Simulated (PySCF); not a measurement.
**Ca⁵⁺ (calcium, charge +5) across methods**

[Ne] 3s2 3p3, high-spin 4S determinant. Calculation: PySCF 2.14, in an uncontracted even-tempered set (20 s from 0.19 bohr⁻², ratio 2.5; 13 p from 0.24 bohr⁻², ratio 2.5; 5 d from 1.9 bohr⁻², ratio 2.7; 5 f from 2.9 bohr⁻², ratio 2.7); the spin-free X2C one-electron Hamiltonian (Gaussian nucleus).

```json
{"method": "UHF", "E (hartree)": "-671.74098", "mean ε 3s α (eV)": "-134.65", "mean ε 3s β (eV)": "-119.44", "mean ε 3p α (eV)": "-107.89", "Σ⟨r²⟩ (bohr²)": "8.087", "⟨S²⟩": "3.751"}
{"method": "PBE0", "E (hartree)": "-672.190", "mean ε 3s α (eV)": "-123.13", "mean ε 3s β (eV)": "-115.10", "mean ε 3p α (eV)": "-100.97", "Σ⟨r²⟩ (bohr²)": "8.047", "⟨S²⟩": "3.750"}
{"method": "LDA", "E (hartree)": "-670.474", "mean ε 3s α (eV)": "-118.53", "mean ε 3s β (eV)": "-113.29", "mean ε 3p α (eV)": "-98.192", "Σ⟨r²⟩ (bohr²)": "8.058", "⟨S²⟩": "3.750"}
{"method": "r2SCAN", "E (hartree)": "-672.328", "mean ε 3s α (eV)": "-120.98", "mean ε 3s β (eV)": "-113.11", "mean ε 3p α (eV)": "-99.320", "Σ⟨r²⟩ (bohr²)": "8.051", "⟨S²⟩": "3.750"}
{"method": "r2SCAN0", "E (hartree)": "-672.327", "mean ε 3s α (eV)": "-124.53", "mean ε 3s β (eV)": "-115.09", "mean ε 3p α (eV)": "-101.65", "Σ⟨r²⟩ (bohr²)": "8.053", "⟨S²⟩": "3.750"}
{"method": "PW91", "E (hartree)": "-672.359", "mean ε 3s α (eV)": "-119.00", "mean ε 3s β (eV)": "-113.14", "mean ε 3p α (eV)": "-98.412", "Σ⟨r²⟩ (bohr²)": "8.041", "⟨S²⟩": "3.750"}
{"method": "PBE", "E (hartree)": "-672.149", "mean ε 3s α (eV)": "-118.94", "mean ε 3s β (eV)": "-113.01", "mean ε 3p α (eV)": "-98.325", "Σ⟨r²⟩ (bohr²)": "8.045", "⟨S²⟩": "3.750"}
```
